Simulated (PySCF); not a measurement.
## Radial density of K⁺ (potassium, charge +1)

r2SCAN, [Ar], closed-shell 1S. Computed with PySCF 2.14 in cc-pVDZ-X2C, with scalar relativity by spin-free X2C-1e.

| r (bohr) | 4πr²ρ (e/bohr) |
| --- | --- |
| 0.00105 | 0.07768 |
| 0.00177 | 0.2033 |
| 0.00298 | 0.5273 |
| 0.00501 | 1.331 |
| 0.00843 | 3.199 |
| 0.0142 | 7.071 |
| 0.0238 | 13.58 |
| 0.0401 | 20.57 |
| 0.0675 | 21.55 |
| 0.113 | 16.23 |
| 0.191 | 19.21 |
| 0.321 | 21.70 |
| 0.540 | 8.159 |
| 0.908 | 6.084 |
| 1.53 | 4.944 |
| 2.57 | 0.7166 |
| 4.32 | 0.009023 |
| 7.27 | 4.081e-05 |

Densities and radii are taken from the X2C orbitals without a picture-change correction, which distorts them close to the nucleus.
